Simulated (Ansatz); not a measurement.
`[OH][Mo]([OH])([OH])([F])([F])[Cl]`. Charge 0, multiplicity 1. Mo takes the def2 core potential.

```xyz
10

O    -0.4611    0.5073    1.6142
Mo   -0.0722    0.0542   -0.1334
O     1.6629    0.6929    0.0065
O     0.3975   -1.6655    0.3252
F    -0.9805    1.6369   -0.5084
F     0.3624    0.0555   -1.9526
Cl   -2.0846   -0.9603   -0.7714
H    -0.8334    1.3641    1.8517
H     2.2167    0.7288   -0.7831
H    -0.2077   -2.4140    0.3512
```

Task: What are the harmonic wavenumbers in cm⁻¹ at PBE0-D4/def2-TZVP (Ansatz, finite differences of forces, unscaled)? (Best estimate.)

Result: Computed: 106, 111, 121, 208, 220, 239, 268, 321, 335, 347, 489, 505, 527, 587, 616, 656, 673, 707, 756, 790, 799, 3831, 3850, 3857.

Task: Is this a minimum?

Result: Yes, all 24 modes are real.

Task: Give the ideal-gas thermochemistry at 298.15 K and 1 bar (rigid rotor, harmonic oscillator; point group C1, symmetry number 1).

Result: Zero-point energy 125.1 kJ/mol; H(298) − E = 153.2 kJ/mol; entropy 402.7 J/(mol·K), of which translation 176.1, rotation 120.6, vibration 105.9; G(298) − E = 33.1 kJ/mol.
